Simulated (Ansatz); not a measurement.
`COc1ccc(-c2ccc(-c3ccc(-c4ccc(-c5ccc(-c6ccc(C(F)=C(F)F)cc6)cc5)cc4)cc3)cc2)cc1`, relaxed as a singlet with RKS PBE-D4/def2-SVP in Ansatz, starting from the GFN2-xTB geometry. Force threshold 0.03 eV/Å.

Single mean-field runs in def2-SVP are fitted with def2-universal-jkfit.

Start:

```xyz
70

C    -3.650    5.090   12.818
O    -2.613    4.186   12.526
C    -2.432    3.804   11.230
C    -1.378    2.918   10.995
C    -1.103    2.481    9.719
C    -1.875    2.901    8.635
C    -1.581    2.439    7.272
C    -2.607    2.074    6.403
C    -2.328    1.641    5.123
C    -1.014    1.560    4.666
C    -0.715    1.094    3.307
C    -1.515    1.466    2.229
C    -1.232    1.027    0.952
C    -0.137    0.200    0.708
C     0.165   -0.262   -0.652
C    -0.856   -0.656   -1.515
C    -0.573   -1.089   -2.794
C     0.741   -1.145   -3.256
C     1.038   -1.608   -4.617
C     2.139   -2.426   -4.870
C     2.415   -2.863   -6.149
C     1.601   -2.499   -7.220
C     1.896   -2.968   -8.579
C     0.873   -3.377   -9.433
C     1.152   -3.831  -10.704
C     2.469   -3.884  -11.168
C     2.717   -4.374  -12.517
F     1.623   -4.507  -13.302
C     3.872   -4.730  -13.086
F     5.063   -4.705  -12.499
F     3.986   -5.171  -14.333
C     3.497   -3.458  -10.323
C     3.208   -3.015   -9.050
C     0.499   -1.683   -6.967
C     0.224   -1.245   -5.688
C     1.763   -0.755   -2.392
C     1.479   -0.321   -1.113
C     0.664   -0.173    1.786
C     0.379    0.265    3.063
C     0.011    1.932    5.534
C    -0.268    2.363    6.814
C    -2.929    3.773    8.880
C    -3.206    4.229   10.156
H    -4.630    4.679   12.555
H    -3.507    6.047   12.304
H    -3.608    5.252   13.894
H    -0.788    2.586   11.835
H    -0.291    1.787    9.557
H    -3.631    2.107    6.746
H    -3.137    1.338    4.474
H    -2.355    2.127    2.393
H    -1.850    1.347    0.126
H    -1.879   -0.641   -1.169
H    -1.379   -1.412   -3.437
H     2.769   -2.738   -4.050
H     3.257   -3.519   -6.319
H    -0.150   -3.360   -9.088
H     0.349   -4.156  -11.348
H     4.520   -3.460  -10.661
H     4.012   -2.677   -8.413
H    -0.130   -1.368   -7.787
H    -0.620   -0.593   -5.517
H     2.786   -0.767   -2.738
H     2.284    0.001   -0.467
H     1.504   -0.833    1.622
H     0.997   -0.057    3.889
H     1.035    1.906    5.189
H     0.540    2.667    7.464
H    -3.532    4.125    8.056
H    -4.026    4.917   10.298
```

(1) Estimate the energy that the relaxation releases and the steps that it takes.

(2) Does the start keep its bonding and symmetry?

(3) Predict the relaxed structure.

Results:

(1) 0.61 eV, in 7 steps; 42 s on 2 threads of AMD EPYC 7R13 on a shared host and a share (18 GiB) of an NVIDIA H100 80GB HBM3. No frequencies were taken in this run, so the end may be a saddle point.

(2) By distances, no bond broke or formed. The bond that changes most is C5–C6, from 1.40 to 1.42 Å (atoms count from 1).

(3) 
Cartesian coordinates in Å:
```
C -3.733 5.127 13.002
O -2.637 4.285 12.703
C -2.455 3.894 11.412
C -1.343 3.059 11.167
C -1.072 2.609 9.876
C -1.894 2.966 8.778
C -1.599 2.489 7.408
C -2.633 2.209 6.485
C -2.353 1.764 5.190
C -1.023 1.575 4.748
C -0.725 1.107 3.374
C -1.574 1.423 2.288
C -1.292 0.982 0.992
C -0.144 0.205 0.713
C 0.158 -0.260 -0.661
C -0.874 -0.581 -1.573
C -0.589 -1.022 -2.868
C 0.744 -1.164 -3.319
C 1.047 -1.634 -4.691
C 2.211 -2.388 -4.969
C 2.497 -2.834 -6.261
C 1.634 -2.551 -7.345
C 1.935 -3.028 -8.714
C 0.904 -3.364 -9.621
C 1.187 -3.820 -10.910
C 2.524 -3.961 -11.355
C 2.753 -4.447 -12.714
F 1.646 -4.624 -13.476
C 3.925 -4.766 -13.320
F 5.116 -4.677 -12.744
F 4.008 -5.205 -14.564
C 3.564 -3.622 -10.454
C 3.268 -3.168 -9.168
C 0.469 -1.797 -7.068
C 0.184 -1.350 -5.775
C 1.776 -0.840 -2.408
C 1.491 -0.401 -1.113
C 0.706 -0.111 1.799
C 0.422 0.327 3.095
C 0.012 1.854 5.671
C -0.268 2.299 6.966
C -3.002 3.798 9.044
C -3.288 4.262 10.336
H -4.708 4.646 12.758
H -3.672 6.099 12.461
H -3.693 5.321 14.090
H -0.710 2.770 12.019
H -0.214 1.939 9.713
H -3.682 2.306 6.804
H -3.187 1.520 4.515
H -2.454 2.060 2.457
H -1.956 1.280 0.167
H -1.923 -0.520 -1.245
H -1.419 -1.301 -3.534
H 2.887 -2.664 -4.145
H 3.393 -3.452 -6.430
H -0.145 -3.295 -9.299
H 0.366 -4.084 -11.590
H 4.613 -3.699 -10.765
H 4.098 -2.884 -8.503
H -0.207 -1.524 -7.891
H -0.711 -0.733 -5.607
H 2.825 -0.899 -2.735
H 2.320 -0.122 -0.445
H 1.588 -0.747 1.628
H 1.085 0.026 3.919
H 1.061 1.757 5.354
H 0.565 2.542 7.642
H -3.648 4.120 8.213
H -4.155 4.919 10.490
```
Bond lengths: 43 × C–C 1.36 to 1.48 Å; 3 × C–F 1.32 to 1.35 Å; 2 × C–O 1.36 to 1.41 Å; 27 × C–H 1.10 to 1.11 Å.
